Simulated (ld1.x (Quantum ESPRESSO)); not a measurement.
**lutetium (Lu): excitation energies, all-electron against PAW**

```json
{
  "Element": "lutetium",
  "Generator": "ld1.x (Quantum ESPRESSO) 7.5",
  "Type": "PAW",
  "Functional": "LDA (PZ)",
  "Relativity": "fully relativistic",
  "Frozen core": "[Kr] 4d10",
  "Valence charge": "25",
  "Reference configuration": "4f14 5s2 5p6 5d1 6s2 6p0",
  "Partial waves": "5s (bound): rcut 1.80, rcutus 1.95 bohr; 6s (bound): rcut 1.80, rcutus 1.95 bohr; 5p (bound): rcut 1.85, rcutus 2.30 bohr; 6p (bound, empty): rcut 1.85, rcutus 2.30 bohr; 5d (bound): rcut 1.90, rcutus 2.30 bohr; 5d channel at 2.95 Ry: rcut 1.90, rcutus 2.30 bohr; 4f (bound): rcut 1.00, rcutus 1.25 bohr; 4f channel at 2.35 Ry: rcut 1.00, rcutus 1.25 bohr",
  "Local potential": "all-electron potential smoothed inside 2.25 bohr (lloc = -1)",
  "Core correction": "Bessel-smoothed model core inside 0.90 bohr",
  "Augmentation charge": "PSQ, inside the norm-conserving radii"
}
```

Open shells are filled in proportion to 2j + 1 (rel_dist='average').

Energies are relative to the spin-unpolarised reference configuration 4f14 5s2 5p6 5d1 6s2 6p0; without spin polarisation the order of configurations can differ from experiment. Not all tests gave a result: test run stopped at test 6 of 7 (negative rho), 1 before it not solved. Left out of the table: 4f14 5s2 5p6 5d0 6s0 6p0 (solver errors, printed error -6489 eV).

```json
{"valence configuration": "4f14 5s2 5p6 5d1 6s0 6p0", "charge": "+2", "ΔE all-electron (eV)": "21.154", "error AE − PS (meV)": "+0.7"}
{"valence configuration": "4f14 5s2 5p6 5d1 6s1.5 6p0", "charge": "+0.5", "ΔE all-electron (eV)": "3.079", "error AE − PS (meV)": "0.0"}
```

Task: What are ΔE and the potential's error for 4f14 5s2 5p6 5d2 6s0 6p0?

Result: ΔE = 10.117 eV all-electron; the error (AE − PS) is -15 meV.

Task: What are ΔE and the potential's error for 4f14 5s2 5p6 5d1 6s1 6p0?

Result: ΔE = 7.582 eV all-electron; the error (AE − PS) is +0.3 meV.

Levels in the configuration 4f14 5s2 5p6 5d2 6s0 6p0:

```csv
level,all-electron (eV),pseudo (eV)
4f j=5/2,-15.691,-15.826
4f j=7/2,-14.166,-14.297
5s j=1/2,-66.067,-66.074
5p j=1/2,-41.835,-41.855
5p j=3/2,-34.946,-34.972
5d j=3/2,-7.297,-7.217
5d j=5/2,-6.941,-6.955
```

The ghost test of this file was not conclusive.
